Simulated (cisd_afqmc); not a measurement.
Input (AFQMC/CISD/cc-pV(T+d)Z; cisd_afqmc is a phaseless AFQMC code with CISD trial states that reads the integrals written by Ansatz): A basis named .json is the Basis Set Exchange file of that set.

Ansatz 0.2 input:
```python
import cisd_afqmc

open("ham.yaml", "w").write("""\
crystal:
  periodic: [false, false, false]
  atoms:
    - {symbol: Al, position_ang: [-0.00000000, -0.00000000, -1.15422869]}
    - {symbol: Cl, position_ang: [0.00000000, 0.00000000, 0.88264547]}
basis:
  gaussian:
    orbitals: cc-pV_T+d_Z.json
total_charge: 1
magnetization: {spin_polarized: true, initial_magnetization: 1}
correlation: {method: ccsd, electrons: outside_noble_gas, hamiltonian_folder: ham}
""")
rep = cisd_afqmc.ansatz("ham.yaml")
e_ccsd = rep["correlation"]["coupled_cluster"]["energy"]["hartree"]
out = cisd_afqmc.run("ham", e_ccsd, trial="CISD", walkers=100, populations=8, threads=8, dt=0.005, steps=40, early=24, settle=10, least=32,
    cut=5e-5, rank_cut=2e-4, target=0.0004, seconds=1500, seed=1, memory=17280, gpu=False)
```

Output:

```
orbitals 68, occupied [5, 4], factors 349 of 480, rank of the doubles 247 of 571
E(HF) = -701.210933
E(CCSD) on the cut factors = -701.443286, shift to the whole factors -0.000002
Energy of the trial state on the determinant = -701.443260
  tau behind 7.2 of longer steps, mean of the populations' last blocks
   2.0  -701.45538
   4.0  -701.45485
   6.0  -701.45545
   8.0  -701.45485
  10.0  -701.45537
blocks 393 (0 outliers left out), error by blocks joined: 1: 0.00016, 2: 0.00021, 4: 0.00026, 8: 0.00030, 16: 0.00040
E(AFQMC/CISD) = -701.45511 +/- 0.00040
```

The error still grows at the longest joins of blocks, or few joins were possible, so the printed bar may be too narrow.
